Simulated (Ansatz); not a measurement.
Calculated with Ansatz (gas phase, PBE0-D4/def2-TZVP geometries, no zero-point term in ΔE). CBS: MP2 limit from def2 TZ/QZ plus the TZ coupled-cluster correction, frozen cores. This one scheme is used for every species. DFT in def2-TZVPP. B3LYP here is the variant with VWN-RPA as its local correlation; programs differ in this. One conformer a species, not always the lowest.

Reaction (silylene formation by 1,1-elimination): `CO[SiH2]CF` → `COCF` + `[SiH2]`

```csv
level,ΔE (eV),difference from CCSD(T)/CBS
PBE-D4,3.41,-0.09
r2SCAN-D4,3.65,0.15
PBE0-D4,3.52,0.02
B3LYP-D4,3.45,-0.05
ωB97X-V,3.55,0.05
ωB97M-V,3.44,-0.06
B2PLYP,3.44,-0.06
PBE,3.32,-0.18
r2SCAN,3.63,0.13
PBE0,3.44,-0.06
B3LYP,3.31,-0.19
HF/def2-TZVPP,3.31,-0.19
MP2/def2-TZVPP,3.63,0.13
SCS-MP2/def2-TZVPP,3.51,0.01
CCSD/def2-TZVPP,3.36,-0.14
CCSD(T)/def2-TZVPP,3.38,-0.12
HF/def2-QZVPP,3.33,-0.17
MP2/def2-QZVPP,3.71,0.21
SCS-MP2/def2-QZVPP,3.59,0.09
HF/CBS(def2),3.34,-0.16
MP2/CBS(def2),3.75,0.25
CCSD/CBS(def2),3.48,-0.02
CCSD(T)/CBS,3.50,0
```

Largest T1 diagnostic among the species: 0.014.

In def2-TZVPP, CCSD(T) changes the Hartree–Fock value by +0.07 eV (the triples alone add +0.02 eV) and MP2 by +0.32 eV. From PBE to PBE0 (25 % exact exchange), in def2-TZVPP and without D4, ΔE moves by +0.12 eV.
